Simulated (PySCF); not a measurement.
**Zn⁺: ionisation energy**

Zn⁺ [Ar] 3d10 4s1 [4s1/2^1, M_J = 1/2] → Zn²⁺ [Ar] 3d10, as a difference of total energies. Calculation: PySCF 2.14, in x2c-QZVPPall-2c (11s9p6d4f2g, 114 functions); the two-component X2C-1e Hamiltonian. Correlated levels: [Ne] frozen; the 8 highest virtual spinors dropped. "Screened" scales the spin-orbit matrix elements by Boettger's factors to mimic the two-electron term; Breit and QED terms are absent.

| method | ionisation energy (eV) | error (eV) |
| --- | --- | --- |
| GHF (screened spin-orbit) | 16.858 | -1.106 |
| GMP2 (screened spin-orbit) | 17.995 | +0.031 |

Reference: 17.964 eV (measured; NIST Atomic Spectra Database, ionization energies).

Errors of the correlated levels include the incompleteness of this basis and the frozen core.
